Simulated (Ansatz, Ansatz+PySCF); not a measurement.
```yaml
atoms:
  - { symbol: B, position_ang: [0.0000, 0.0000, 0.0000] }
  - { symbol: B, position_ang: [0.0000, 0.0000, 1.9200] }
```

Basis set: def2-SVP (spherical functions). Correlated methods keep 2 orbitals frozen. Correlation on ROHF uses semicanonical orbitals with singles. Charge 0, multiplicity 3.

Computed with Ansatz (development build ahead of 0.2.0); each method stands on the lowest determinant of its kind that the runs found.

(1) Give the atomization energy at this shape (free ground-state atoms in the same class of orbitals less the molecule, no zero-point energy) of triplet B2 by ROHF-MP2, UHF-MP2, ROHF, UHF.

## Answers

(1)

| method | atomization energy |
| --- | --- |
| ROHF-MP2 | 43.55 kcal/mol |
| UHF-MP2 | 41.14 kcal/mol |
| ROHF | 33.71 kcal/mol |
| UHF | 38.46 kcal/mol |

Caution: the shape is not the minimum. Caution for UHF-MP2, UHF: the unrestricted determinant is spin contaminated.
